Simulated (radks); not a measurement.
The numbers below are computed, except where a source is named.
Problem. Successive ionisation energies (eV) of one element, from differences of total energies of ions in their ground configurations, starting at charge 14: 345.32, 374.39, 403.99, 434.05, 555.94, 587.55, 619.01. Level of theory: scalar-relativistic Kohn-Sham, PBE, spin-polarised, spherical densities, point nucleus; open shells are filled with parallel spins first (spin-orbit coupling, left out, can overturn this in heavy ions) (a radial shooting solver on a logarithmic mesh with Libxc functionals). Which element is it?

Solution. Xenon (Z = 54). The first species listed is Xe14+ in [Kr] 4d4, the last Xe20+ in [Ar] 3d10 4s2 4p4.
